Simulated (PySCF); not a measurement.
Simulated P 2p region for `F[Si@H](P)[SeH]`, binding energy against the vacuum level.

Every computed line was given a Gaussian of 0.4 eV full width at half maximum and an area set by the number of equivalent atoms (split 2:1 within a doublet); the highest printed point is 100. Level of theory: delta-SCF UKS SCAN, pcX-2 on the ionised atom, pcseg-1 elsewhere, spin-free X2C in PySCF 2.14.0.

(binding energy (eV), intensity): (136.2, 0), (136.3, 2), (136.4, 7), (136.5, 24), (136.6, 54), (136.7, 87), (136.8, 100), (136.9, 81), (137.0, 46), (137.1, 19), (137.2, 6), (137.3, 5), (137.4, 13), (137.5, 29), (137.6, 45), (137.7, 50), (137.8, 39), (137.9, 22), (138.0, 8), (138.1, 2), (138.2, 0)

**Question.** How many maxima does the curve show, and how many computed lines lie under it?

**Answer.** The curve has 2 maxima (at 136.8 and 137.7 eV). Under it lie 2 lines from 1 inequivalent phosphorus site, drawn as a 2p3/2, 2p1/2 pair.

**Question.** Decompose the envelope and assign each component. Numbering: `[F:1][Si@H:2]([PH2:3])[SeH:4]`.

**Answer.** 
```tsv
position (eV)	relative area	line	atoms	environment
136.79	0.67	P 2p3/2	P3	three-coordinate phosphorus
137.68	0.33	P 2p1/2	P3	three-coordinate phosphorus
```

**Question.** What are the centre and the root-mean-square width of the whole band?

**Answer.** The area-weighted mean of the lines is 137.09 eV. Their own spread about it is 0.42 eV (rms) and each Gaussian has σ = 0.4/2.355 = 0.17 eV; the variances add, which gives 0.45 eV.

Shake-up satellites, vibrational structure and lifetime widths aren't simulated. For 2p shells one spin-free hole was relaxed; a mean-field spin–orbit operator and the ground-state splitting of the three 2p orbitals were then diagonalised within the shell. The shell's mean is (2 × 2p3/2 + 2p1/2)/3, and the degeneracies 2j + 1 give areas of 2:1. 2p1/2 minus 2p3/2 (ligand field included): P 0.89 eV. One conformer (not necessarily the lowest) at the PBE0-D3(BJ)/def2-SVP geometry, without solvent, vibrations or thermal averaging.

The run took 26 s of wall time on one thread, Arm Neoverse V1, on a shared host.

The values belong to the conformer `[F:1][Si@H:2]([PH2:3])[SeH:4]`: H–P3–Si2–F1 177°, H–P3–Si2–F1 -89°, H–Se4–Si2–F1 158°.
